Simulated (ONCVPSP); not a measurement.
# Logarithmic derivatives: Nb (Z = 41), ONCV

- Element: niobium (Nb)
- Generator: ONCVPSP 4.0.1
- Type: optimised norm-conserving Vanderbilt (ONCV)
- Functional: PBE
- Relativity: scalar-relativistic
- Frozen core: [Kr]
- Valence charge: 5
- Reference configuration: 4d4 5s0.75 5p0.25
- Partial waves: 5s: rc 2.75 bohr, ncon 3, nbas 7, qcut 2 1/bohr, 2 projectors, debl 2.7 Ha; 5p: rc 4.00 bohr, ncon 5, nbas 10, qcut 2.4 1/bohr, 1 projector; 4d: rc 1.75 bohr, ncon 5, nbas 9, qcut 5.7 1/bohr, 2 projectors, debl 2.3 Ha
- Local potential: polynomial inside 1.30 bohr (lpopt 5, dvloc0 0 Ha)
- Core correction: none

The phase is arctan(r·R′/R) of the radial function R(r), unwrapped; energies in Ha, scanned from -2 to 5 Ha. A pole is an energy at which the radial function vanishes at the test radius. The pseudo phase is shifted by a multiple of π to meet the all-electron one at the reference energy, and phase errors are pseudo minus all-electron; the curves can meet again beyond the range given. Levels narrower than the energy grid can be missing from the lists of poles.

Task: For each channel, where are the poles, and over which energies does the pseudopotential scatter like the atom?

Result:

```
channel  radius (bohr)  reference energy (Ha)      poles, all-electron      poles, pseudo  unbroken range about the reference energy with phases within 0.05 rad  phase error 1 Ha above the reference energy (rad)
      s           2.79                  -0.15                     1.10  -1.68, 1.07, 3.52                                                            -1.6 to 2.8                                             -0.005
      p           4.07                  -0.05  -1.28, 0.40, 2.10, 4.61   0.37, 1.52, 3.47                                                            -1.3 to 0.6                                             -1.859
      d           1.77                  -0.12                     1.35               1.35                                                        the whole range                                             -0.000
```

Note: ghosts flagged at negative energy: s at -46.0 eV, p at -50.9 eV; GHOST(+) flagged for s at 98.8 eV. A true bound ghost makes a file unfit for plane-wave use.

Phases in the d channel:

```
E (Ha)  all-electron  pseudo
 -1.98         1.090   1.090
 -1.62         0.983   0.983
 -1.26         0.795   0.795
 -0.90         0.420   0.420
 -0.54        -0.259  -0.259
 -0.18        -0.880  -0.880
  0.18        -1.203  -1.203
  0.54        -1.373  -1.373
  0.90        -1.478  -1.478
  1.26        -1.554  -1.554
  1.62        -1.616  -1.616
  1.98        -1.674  -1.674
  2.34        -1.734  -1.734
  2.70        -1.806  -1.806
  3.06        -1.905  -1.905
  3.42        -2.062  -2.063
  3.78        -2.363  -2.365
  4.14        -2.982  -2.989
  4.50        -3.723  -3.731
  4.86        -4.126  -4.131
```
